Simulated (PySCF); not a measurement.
## Spinor energies of Tm³⁺ (thulium, charge +3)

Start: [Xe] 4f12; 4f5/2 filled at m_j = -5/2, -3/2, -1/2, +1/2, +3/2, +5/2; 4f7/2 filled at m_j = -3/2, -1/2, +1/2, +3/2, +5/2, +7/2. Calculated with PySCF 2.14 in x2c-TZVPall-2c: generalised Hartree-Fock with the X2C-1e Hamiltonian and a Gaussian nucleus; one run each with spin-orbit coupling (SO) switched off, then screened by Boettger's factors.

```csv
spinor shell,electrons,"ε, spin-free (eV)","ε, screened SO (eV)",weight of nominal j (screened SO),"rms radius, screened SO (bohr)"
1s1/2,2,-59726.6,-59712.4,1.000,0.0227
2s1/2,2,-10235.9,-10231.5,1.000,0.0917
2p1/2,2,-9039.4,-9734.8,1.000,0.0783
2p3/2,4,-9039.4,-8749.4,1.000,0.0852
3s1/2,2,-2383.1,-2381.7,1.000,0.235
3p1/2,2,-2014.0,-2163.4,1.000,0.227
3p3/2,4,-2014.0,-1950.7,1.000,0.241
3d3/2,4,-1555.2,-1582.6,1.000,0.214
3d5/2,6,-1555.2,-1535.7,1.000,0.218
4s1/2,2,-524.35,-523.95,1.000,0.529
4p1/2,2,-400.43,-435.30,0.998,0.542
4p3/2,4,-400.43,-385.56,0.999,0.573
4d3/2,4,-232.44,-239.60,0.981,0.610
4d5/2,6,-232.44,-227.38,0.988,0.621
5s1/2,2,-95.538,-95.481,1.000,1.30
5p1/2,2,-62.959,-67.863,0.991,1.45
5p3/2,4,-62.959,-60.890,0.996,1.55
4f5/2,6,-48.141,-49.299,0.903,0.815
4f7/2,6,-48.141,-46.867,0.918,0.833
```

```tsv
quantity	spin-free	screened SO
E (hartree)	-13555.95835	-13567.95459
M_J	6	6
⟨J²⟩	42.009	42.009
⟨L²⟩	30.008	30.188
⟨S²⟩	2.002	2.081
```

Each row is a mean over spinors that exchange with the open shell spreads, by up to 13.722 eV (4d5/2).

Breit and QED terms are absent; they matter most for the inner s and p1/2 levels.

Densities and radii are taken from the X2C orbitals without a picture-change correction, which distorts them close to the nucleus.

Without spin-orbit coupling the j labels of p, d and f shells carry no meaning; the spin-free column gives the mean over the occupied spinors of each nl shell.
